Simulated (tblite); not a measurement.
Question: Write Cartesian coordinates for `C#C[Si@@H](F)[Si@@H](N)C#N` as optimised with GFN2-xTB.

Answer: 
```xyz
13
C3H5FN2Si2 angstrom
C     -2.7958    1.5025   -0.7504
C     -2.1128    0.5298   -0.5664
Si    -1.0071   -0.9332   -0.3030
F     -1.1513   -1.8200   -1.6505
Si     1.1977   -0.2842   -0.1588
N      1.2172    1.1069    0.8539
C      2.2046   -1.5131    0.8330
N      2.8124   -2.2797    1.4293
H     -3.4092    2.3423   -0.9130
H     -1.6057   -1.7832    0.7207
H      1.9592   -0.1868   -1.4218
H      0.6032    1.8810    0.6618
H      2.0831    1.4382    1.2475
```

Orientation and origin are arbitrary. Atoms count from 1 in this order. N6 (silicon-bound nitrogen) has angles 120.4°, 120.2° and 110.2°, sum 350.8°, 0.21 Å off the plane of its three neighbours. Si5 (SiH silicon) is distorted tetrahedral (angles from 102.3° to 117.3°). The 2 C–Si bonds span 1.853 Å (C2–Si3, drawn single) to 1.873 Å (Si5–C7, drawn single), a spread of 0.020 Å. Si3 (fluorine-bound silicon) is distorted tetrahedral (angles from 103.2° to 120.9°).

Bonds between heavy atoms (Å): C1≡C2 1.203, C2–Si3 1.853, Si3–F4 1.620, Si3–Si5 2.303, Si5–N6 1.721, Si5–C7 1.873, C7≡N8 1.146.

The geometry is computed with GFN2-xTB (gas phase).

Point group: C1 (no symmetry element, even within 0.4 Å). Its lowest GFN2-xTB frequency is 15 cm⁻¹, too small to tell a flat minimum from a shallow saddle. The numbers are those of one conformer (C2–Si3–Si5–N6 44°, Si3–Si5–N6–H -51° and 165°). 3 starts were optimised and ended at 0.00, 0.95 and 1.50 kcal/mol (GFN2-xTB); the lowest of these is shown.
